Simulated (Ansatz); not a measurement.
The molecule ZrS, multiplicity 3 (an upper state: multiplicity 1 came lower at CCSD(T)/def2-TZVPP on PBE0 minima). No spin–orbit coupling.

Constants: fifth-degree fit in 1/R to seven points, most abundant isotopes. In def2 and cc sets the state is the lowest found near the PBE0 minimum, followed along R.

Programs: Ansatz (Gaussian orbitals). Each number belongs to the level named beside it. In def2 rows elements past Kr take small-core potentials, without spin–orbit coupling.

| level | r_e (Å) | ω_e (cm⁻¹) | ω_e x_e (cm⁻¹) | B_e (cm⁻¹) | dipole (D) |
|---|---|---|---|---|---|
| PBE/def2-TZVPP | 2.197 | 521 | 1.3 | 0.148 | 4.81 |
| PBE0/def2-TZVPP | 2.182 | 543 | 1.3 | 0.150 | 5.39 |
| wB97X-V/def2-TZVPP | 2.178 | 559 | 1.1 | 0.151 | 5.93 |
| CCSD/def2-TZVPP | 2.194 | 545 | 1.2 | 0.148 | - |
| CCSD(T)/def2-TZVPP | 2.205 | 528 | 1.1 | 0.147 | - |

Correlated levels freeze the inner cores; with def2 sets outer-core shells near the valence are correlated too.

Ansatz is a program for electronic structure.
